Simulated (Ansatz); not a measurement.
Stepwise reaction of `C[CH](C)[Mg][CH](C)C` with hydrogen fluoride, as a gas-phase model of exchange steps in deposition or etching. ΔE in kJ/mol.

Program: Ansatz. Geometries: PBE0-D4/def2-TZVP. ΔE: electronic, gas phase. CCSD(T)/CBS adds triple-zeta CCSD(T) − MP2 to the extrapolated MP2 energy (def2 sets, frozen cores). This one scheme is used for every species. DFT in def2-TZVPP. B3LYP here is the variant with VWN-RPA as its local correlation; programs differ in this. For Mg outer-core shells are correlated without core-valence functions, which leaves a few kJ/mol of doubt a bond. Each species was taken in one conformer, which may not be the lowest.

```json
{"step": "1", "reaction": "`C[CH](C)[Mg][CH](C)C` + H–F → `C[CH](C)[Mg][F]` + `CCC`", "PBE-D4": "-227.1", "B3LYP-D4": "-241.0", "ωB97M-V": "-237.3", "CCSD(T)/CBS": "-228.6"}
{"step": "2", "reaction": "`C[CH](C)[Mg][F]` + H–F → `[F][Mg][F]` + `CCC`", "PBE-D4": "-204.5", "B3LYP-D4": "-218.6", "ωB97M-V": "-215.6", "CCSD(T)/CBS": "-213.3"}
```

By hand: ΔE of the 2 steps together at CCSD(T)/CBS.

(-228.6) + (-213.3) = -441.9 kJ/mol, or -220.9 kJ/mol a step.

In ΔE each step is higher than the one before. All are downhill at CCSD(T)/CBS. PBE-D4 differs from CCSD(T)/CBS by 1.5 to 8.8 kJ/mol a step. Isolated molecules leave out the surface, adducts and barriers. Largest T1 diagnostic: 0.012.
